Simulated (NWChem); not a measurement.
Program: NWChem. System: HCl₃Si, charge 0, spin multiplicity 1, at a geometry optimised with PBE/def2-SVP. The structure started from a generated list of species. Level: MP2/def2-TZVP, 20 core orbitals frozen.

Part of the output:

```
             Northwest Computational Chemistry Package (NWChem) 7.3.0
             --------------------------------------------------------

                                NWChem Input Module
                                -------------------

 Scaling coordinates for geometry "geometry" by  1.889725989
 (inverse scale =  0.529177249)

 Turning off AUTOSYM since
 SYMMETRY directive was detected!

                             Geometry "geometry" -> ""
                             -------------------------

 Output coordinates in angstroms (scale by  1.889725989 to convert to a.u.)

  No.       Tag          Charge          X              Y              Z
 ---- ---------------- ---------- -------------- -------------- --------------
    1 Si                  14.0000     0.03262500     0.50908200     0.00000000
    2 Cl                  17.0000    -0.98076300    -0.11675600     1.68232900
    3 Cl                  17.0000    -0.98076300    -0.11675600    -1.68232900
    4 Cl                  17.0000     1.92713300    -0.30314200     0.00000000
    5 H                    1.0000     0.12792200     1.99595900     0.00000000

 Effective nuclear repulsion energy (a.u.)     333.8749194098

            Nuclear Dipole moment (a.u.)
            ----------------------------
        X                 Y               Z
 ---------------- ---------------- ----------------
    -0.0000170075    -0.0000207870     0.0000000000

      Symmetry information
      --------------------

 Group name             Cs
 Group number              2
 Group order               2
 No. of unique centers     4

      Symmetry unique atoms

     1    2    4    5


 Summary of "ao basis" -> "" (spherical)
 ------------------------------------------------------------------------------
       Tag                 Description            Shells   Functions and Types
 ---------------- ------------------------------  ------  ---------------------
 *                         def2-tzvp                  on all atoms

 Summary of "ao basis" -> "ao basis" (spherical)
 ------------------------------------------------------------------------------
       Tag                 Description            Shells   Functions and Types
 ---------------- ------------------------------  ------  ---------------------
 Si                        def2-tzvp                13       37   5s5p2d1f
 Cl                        def2-tzvp                13       37   5s5p2d1f
 H                         def2-tzvp                 4        6   3s1p

                                 NWChem SCF Module
                                 -----------------

  ao basis        = "ao basis"
  functions       =   154
  atoms           =     5
  closed shells   =    33
  open shells     =     0
  charge          =   0.00
  wavefunction    = RHF
  use symmetry    = T
  symmetry adapt  = T

 Summary of "ao basis" -> "ao basis" (spherical)
 ------------------------------------------------------------------------------
       Tag                 Description            Shells   Functions and Types
 ---------------- ------------------------------  ------  ---------------------
 Si                        def2-tzvp                13       37   5s5p2d1f
 Cl                        def2-tzvp                13       37   5s5p2d1f
 H                         def2-tzvp                 4        6   3s1p

      Symmetry analysis of basis
      --------------------------

        a'         92
        a"         62

 Forming initial guess at       0.1s

      Superposition of Atomic Density Guess
      -------------------------------------

 Sum of atomic energies:       -1667.76828551

      Non-variational initial energy
      ------------------------------

 Total energy =   -1668.644270
 1-e energy   =   -2972.240220
 2-e energy   =     969.721030
 HOMO         =      -0.400230
 LUMO         =       0.036797

      Symmetry analysis of molecular orbitals - initial
      -------------------------------------------------

  Numbering of irreducible representations:

     1 a'          2 a"

  Orbital symmetries:

     1 a'          2 a"          3 a'          4 a'          5 a'
     6 a"          7 a'          8 a'          9 a"         10 a'
[...]
    90      0.270545  3 Cl py               150     -0.185186  5 H  s
   130      0.174804  4 Cl py                56      0.173868  2 Cl py
    93      0.173868  3 Cl py

 Vector   33  Occ=2.000000D+00  E=-4.671956D-01  Symmetry=a"
              MO Center= -1.0D-02, -1.6D-01,  4.6D-14, r^2= 4.9D+00
   Bfn.  Coefficient  Atom+Function         Bfn.  Coefficient  Atom+Function
  ----- ------------  ---------------      ----- ------------  ---------------
   128      0.328956  4 Cl pz                52     -0.284293  2 Cl px
    89      0.284293  3 Cl px               131      0.214519  4 Cl pz
    55     -0.185393  2 Cl px                92      0.185393  3 Cl px
    54     -0.164465  2 Cl pz                91     -0.164465  3 Cl pz

 Vector   34  Occ=0.000000D+00  E= 1.281700D-01  Symmetry=a'
              MO Center=  1.6D-02,  2.5D-01, -1.7D-14, r^2= 5.5D+00
   Bfn.  Coefficient  Atom+Function         Bfn.  Coefficient  Atom+Function
  ----- ------------  ---------------      ----- ------------  ---------------
     5      1.513038  1 Si s                151     -0.656726  5 H  s
     4      0.636655  1 Si s                129      0.472063  4 Cl px
    42     -0.440586  2 Cl s                 79     -0.440586  3 Cl s
   116     -0.440541  4 Cl s                 57      0.412472  2 Cl pz
    94     -0.412472  3 Cl pz                 3     -0.332087  1 Si s

 Vector   35  Occ=0.000000D+00  E= 1.336488D-01  Symmetry=a'
              MO Center= -3.8D-02,  7.6D-01,  6.4D-11, r^2= 5.3D+00
   Bfn.  Coefficient  Atom+Function         Bfn.  Coefficient  Atom+Function
  ----- ------------  ---------------      ----- ------------  ---------------
    18      1.347428  1 Si px               116     -0.742270  4 Cl s
    42      0.371108  2 Cl s                 79      0.371108  3 Cl s
    15      0.308344  1 Si px               129      0.295920  4 Cl px
    57     -0.286773  2 Cl pz                94      0.286773  3 Cl pz
   130     -0.267254  4 Cl py                55     -0.176057  2 Cl px

 Vector   36  Occ=0.000000D+00  E= 1.336501D-01  Symmetry=a"
              MO Center=  1.3D-01,  7.5D-01, -9.2D-11, r^2= 5.3D+00
   Bfn.  Coefficient  Atom+Function         Bfn.  Coefficient  Atom+Function
  ----- ------------  ---------------      ----- ------------  ---------------
    20      1.350208  1 Si pz                42     -0.642821  2 Cl s
    79      0.642821  3 Cl s                131     -0.349925  4 Cl pz
    17      0.308976  1 Si pz                55     -0.299929  2 Cl px
    92      0.299929  3 Cl px                56     -0.195797  2 Cl py
    93      0.195797  3 Cl py

 center of mass
 --------------
 x =  -0.00227252 y =  -0.03545470 z =   0.00000000

 moments of inertia (a.u.)
 ------------------
         761.798052581845          41.785361820131           0.000000000000
          41.785361820131        1411.025649640370           0.000000000000
           0.000000000000           0.000000000000         759.111925774003

  Mulliken analysis of the total density
  --------------------------------------

    Atom       Charge   Shell Charges
 -----------   ------   -------------------------------------------------------
    1 Si  14    13.19   2.00  0.58  1.39  0.82  0.15  4.12  1.73  0.49  1.12  0.11  0.22  0.37  0.09
    2 Cl  17    17.27   2.01  0.45  1.52  1.08  0.86  4.18  1.69  1.07  2.90  1.47  0.01  0.03  0.00
    3 Cl  17    17.27   2.01  0.45  1.52  1.08  0.86  4.18  1.69  1.07  2.90  1.47  0.01  0.03  0.00
    4 Cl  17    17.27   2.01  0.45  1.52  1.08  0.86  4.18  1.69  1.07  2.90  1.47  0.01  0.03  0.00
    5 H    1     1.00   0.24  0.55  0.20  0.01

       Multipole analysis of the density wrt the origin
       ------------------------------------------------

     L   x y z        total         open         nuclear
     -   - - -        -----         ----         -------
     0   0 0 0     -0.000000      0.000000     66.000000

     1   1 0 0      0.026385      0.000000     -0.000017
     1   0 1 0      0.411830      0.000000     -0.000021
     1   0 0 1     -0.000000      0.000000      0.000000

     2   2 0 0    -39.214403      0.000000    342.361645
     2   1 1 0      0.127729      0.000000    -19.819854
     2   1 0 1      0.000000      0.000000      0.000000
     2   0 2 0    -37.229744      0.000000     34.417411
     2   0 1 1      0.000000      0.000000      0.000000
     2   0 0 2    -39.222567      0.000000    343.635839

                   NWChem MP2 Semi-direct Energy/Gradient Module
                   ---------------------------------------------

  Basis functions       =    154
  Molecular orbitals    =    154
  Frozen core           =     20
  Frozen virtuals       =      0
  Active alpha occupied =     13
  Active beta occupied  =     13
  Active alpha virtual  =    121
  Active beta virtual   =    121
  Use MO symmetry       = T
  Use skeleton AO sym   = T

  AO/Fock/Back tols     =   1.0D-09  1.0D-09  1.0D-09

 GA uses MA = F    GA memory limited = T

 Available:
  local mem=  1.26D+08
 global mem=  1.44D+08
 local disk=  0.00D+00
  mp2_memr nvloc                   121
  nvloc new                   121
   1 passes of  13:        5242880                     126999                  59138196.
   1 passes of  13: M    126150573           G      144131768           F     120907693.

 Semi-direct pass number   1 of   1  for RHF alpha+beta  at       10.5s
  vrange nnbf                 11050
  mp2_eaftype                   225  avail_ma_in_mb                  1099
 EAF : mp2_eaftype filesize         225   29569098.
  mp2_eaf for mointskh                    225
Node 0 wrote    139.1 Mb in      0.2 s     Agg I/O rate:   568.3 Mb/s
 Done moints_semi at       24.1s
  mp2_eaftype                   225  avail_ma_in_mb                   874
 EAF : mp2_eaftype filesize         225   29569098.
  mp2_eaf for kh                   225
 Done maket at       24.9s
 Done multipass loop at       24.9s

          -------------------------------------------
          SCF energy               -1668.224289583575
          Correlation energy          -0.666745206691
          Singlet pairs               -0.415023446466
          Triplet pairs               -0.251721760226
          Total MP2 energy         -1668.891034790266
          -------------------------------------------

          ---------------------------------------------------
                    Spin Component Scaled (SCS) MP2
          Same spin pairs                     -0.167814506817
          Same spin scaling factor             0.333333333333
          Opposite spin pairs                 -0.498930699874
          Opposite spin scaling fact.          1.200000000000
          SCS-MP2 correlation energy          -0.654655008788
          Total SCS-MP2 energy             -1668.878944592363
          ---------------------------------------------------

 -----------------------
 Performance information
 -----------------------

 Timer overhead =  1.36D-07 seconds/call

               Nr. of calls         CPU time (s)                 Wall time (s)                GFlops
             ---------------    -------------------     ------------------------------   -------------------
Name         Min   Avg   Max    Min     Avg     Max     Min     Avg     Max   Mx/calls   Min     Max     Sum
mp2: moin     1     1     1    14.     14.     14.      14.     14.     14.     14.      0.0     0.0     0.0
mp2: make     1     1     1   0.79    0.79    0.79     0.79    0.79    0.79    0.79      0.0     0.0     0.0
mp2: tota     1     1     1    14.     14.     14.      14.     14.     14.     14.      0.0     0.0     0.0

 The average no. of pstat calls per process was 3.00D+00
 with a timing overhead of 4.08D-07s

 Task  times  cpu:       24.9s     wall:       24.9s

 Total times  cpu:       24.9s     wall:       24.9s
```

Problem. Write an NWChem input that would produce this output.

Solution. One answer among several that fit: 
```
start mol
memory heap 200 mb stack 900 mb global 1100 mb
geometry units angstroms nocenter noautoz
  Si     0.032625     0.509082     0.000000
  Cl    -0.980763    -0.116756     1.682329
  Cl    -0.980763    -0.116756    -1.682329
  Cl     1.927133    -0.303142     0.000000
  H      0.127922     1.995959     0.000000
  symmetry group Cs
end
basis spherical
  * library def2-tzvp
end
scf
  rhf
  nopen 0
  maxiter 100
  thresh 1e-7
  semidirect memsize 60000000 filesize 0
end
mp2
  freeze core 20
end
task mp2 energy
```
